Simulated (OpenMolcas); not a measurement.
A run on Tm2+ among 3 point charges of -2 e arranged as a planar triangle (D3h), 2.8 Å from the ion.

```json
{
 "Program": "OpenMolcas 26.06",
 "Method": "CASSCF",
 "Basis": "ANO-RCC-VTZP [8s7p5d3f2g1h]",
 "Scalar Hamiltonian": "DKH2, point nucleus",
 "Active space": "13 electrons in 7 orbitals (4f)",
 "State averaging": "2S+1 = 2 odd, 7 roots",
 "Spin-orbit coupling": "RASSI with atomic mean-field integrals over the reference wave functions"
}
```

104 basis functions. Blocks (2S+1, parity, CSFs, roots kept): 2, odd, 7, 7.

How long do the RASSCF and RASSI steps take on 1 thread of Arm Neoverse V2, on a shared host?

About 7.5 s of wall time, without the integral step.
